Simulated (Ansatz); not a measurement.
Relaxation of C2H5NTe (9 atoms, charge 0, multiplicity 1), to a largest force component of 0.02 eV/Å in at most 50 steps.

The calculation used RKS PBE/def2-SVP in Ansatz.

```xyz
9
Properties=species:S:1:pos:R:3
C 0.171 0.987 -0.798
C 0.118 0.097 0.138
N 0.629 -1.197 -0.126
Te -0.616 0.553 2.043
H 0.534 0.818 -1.808
H -0.289 2.029 -0.615
H 0.680 -1.918 0.645
H 1.107 -1.430 -1.048
H -2.245 0.014 1.553
```

Q: Where does it end, and by what steps?

A: The run converged. After 10 steps the energy has fallen by 0.566 eV; H9 moved furthest, 0.71 Å.

```csv
step,energy less start (eV),largest force component (eV/Å),accepted
0,0.0000,5.355,yes
1,-0.3599,1.681,yes
2,-0.4803,0.557,yes
3,-0.5321,0.174,yes
4,-0.5356,0.447,yes
5,-0.5573,0.241,yes
6,-0.5547,0.190,no
7,-0.5646,0.068,yes
8,-0.5646,0.127,yes
9,-0.5660,0.030,yes
10,-0.5661,0.010,yes
```

```xyz
9
Properties=species:S:1:pos:R:3
C 0.271 1.105 -0.892
C 0.056 0.133 0.029
N 0.328 -1.217 -0.115
Te -0.815 0.669 1.926
H 0.829 0.880 -1.818
H -0.124 2.120 -0.763
H 0.656 -1.703 0.723
H 0.853 -1.471 -0.959
H -1.966 -0.561 1.852
```

Whether the end is a true minimum wasn't checked by a vibrational analysis.

Run time: 20 s on 2 threads of Intel(R) Xeon(R) Platinum 8175M CPU @ 2.50GHz (Skylake/Cascade Lake), with other jobs on the host, peak memory 0.15 GiB.
